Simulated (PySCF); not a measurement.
selenophene (C₄H₄Se), SMILES [se]1cccc1. Geometry: r2SCAN-D4/def2-SVP.

Computed equilibrium geometry at r2SCAN-D4/def2-SVP (PySCF confirms it by a frequency run) as bond lengths and angles, and its point group:
point group C2v.
Atoms: C1 C2 C3 Se4 C5 H6 H7 H8 H9. Bond lengths (Å): C1–C2 1.430, C1–C5 1.372, C1–H6 1.093, C2–C3 1.372, C2–H7 1.093, C3–Se4 1.861, C3–H8 1.090, Se4–C5 1.861, C5–H9 1.090. Bond angles (°): C2–C1–C5 114.7, C2–C1–H6 123.0, C5–C1–H6 122.3, C1–C2–C3 114.7, C1–C2–H7 123.0, C3–C2–H7 122.3, C2–C3–Se4 111.4, C2–C3–H8 127.7, Se4–C3–H8 120.8, C3–Se4–C5 87.7, C1–C5–Se4 111.4, C1–C5–H9 127.7, Se4–C5–H9 120.8.
Charge 0, spin multiplicity 1.
